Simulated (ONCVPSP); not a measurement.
## u(r) = r·R(r): atom against pseudo-atom (B (Z = 5))

Columns: radius, all-electron u(r) and pseudo u(r) of the 2s shell (level -31.48 eV) of boron in the configuration [He] 2s1; PBE, scalar-relativistic, ONCV scheme, ONCVPSP 4.0.1.

```csv
r (bohr),all-electron,pseudo
0.078,-0.2860,0.0550
0.155,-0.3693,0.1100
0.232,-0.3381,0.1661
0.310,-0.2431,0.2241
0.388,-0.1165,0.2825
0.465,0.0196,0.3393
0.542,0.1547,0.3943
0.620,0.2833,0.4473
0.698,0.3993,0.4972
0.775,0.4992,0.5438
0.852,0.5842,0.5884
0.930,0.6555,0.6323
1.008,0.7131,0.6752
1.085,0.7569,0.7157
1.162,0.7887,0.7527
1.240,0.8095,0.7840
1.318,0.8202,0.8060
1.395,0.8218,0.8165
1.472,0.8159,0.8150
1.550,0.8033,0.8033
1.628,0.7853,0.7853
1.705,0.7632,0.7632
1.782,0.7377,0.7377
1.860,0.7093,0.7093
1.938,0.6791,0.6791
2.015,0.6480,0.6480
```

(1) How many radial nodes do the two functions have?

(2) At about which radius was the pseudo-wave matched?

(3) Is the pseudo-wave norm-conserving?

## Answers

(1) The all-electron 2s function has n − l − 1 = 1; the pseudo-wave has 0, since the states of the same l below it are removed with the core.

(2) 1.55 bohr, where the columns begin to agree (steps of 0.08 bohr).

(3) Yes: the ONCV scheme keeps the norm inside the radius equal to the all-electron one, which fixes the energy derivative of the logarithmic derivative at the level.
